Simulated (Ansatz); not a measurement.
Input for Ansatz (a program for electronic structure): R-wB97X-V/def2-TZVPPD on CHIO2 (a complex), monomers drawn apart or pushed together. Elements past Kr take the def2 small-core potentials; no spin–orbit coupling. Files ending in .json are basis or fitting sets from the Basis Set Exchange.

Ansatz 0.2 input:
```yaml
crystal:
  periodic: [false, false, false]
  atoms:
    - {symbol: O, position_ang: [0.84135829, -1.00494699, 0.23470781]}
    - {symbol: C, position_ang: [0.16523511, -0.10610626, -0.04979978]}
    - {symbol: O, position_ang: [-0.50926708, 0.78928589, -0.34431407]}
    - {symbol: I, position_ang: [0.01792685, 0.49249007, 3.22532094]}
    - {symbol: H, position_ang: [0.96682838, -0.81476163, 3.24528758]}
basis:
  gaussian:
    orbitals: def2-TZVPPD.json
hamiltonian:
  xc: {name: wB97X-V}
scf: {lower_state_search: off}
```

The log:

```
WARN ansatz: RAYON_NUM_THREADS=1 ignored (pool sized by the plan → 1); use --threads N
Functional definition: wB97X-V
these checks for a lower state are left out or cut short: stability, starts, cluster_reference, orbital_swaps, neighbouring_geometries, increment
integrals: 0.13 GiB planned
1044 factors; their error is unknown
integrals: 0.17 GiB planned
288 factors; integrals over basis functions are off by at most 1.7e-4 eV
mean field: 1.13 GiB planned
mean field evaluation 1: about -13245.4354 eV, gradient 4.8e1 eV
mean field evaluation 2: about -13244.5684 eV, gradient 5.6e1 eV
mean field evaluation 4: about -13249.0464 eV, gradient 1.2e0 eV
mean field evaluation 8: about -13249.0553 eV, gradient 6.0e-2 eV
mean field evaluation 16: about -13249.2262 eV, gradient 1.1e-4 eV
mean field -13249.22618105 eV, -486.9000815055 hartree, gradient 3.8e-6 eV, S^2 0.000000; 0 other end points of the search recorded, 0 dependent functions left out
reference -13249.22617853 eV, -486.9000814130 hartree; 24, 24 occupied and 169, 169 virtual orbitals, 1044 factors
Total energy: -13249.22617853 eV, -486.9000814130 hartree
Checks for a lower state left out: stability, starts, cluster_reference, orbital_swaps, neighbouring_geometries, increment
```

Self-consistency was reached.

Cost: roughly 5 core-seconds.
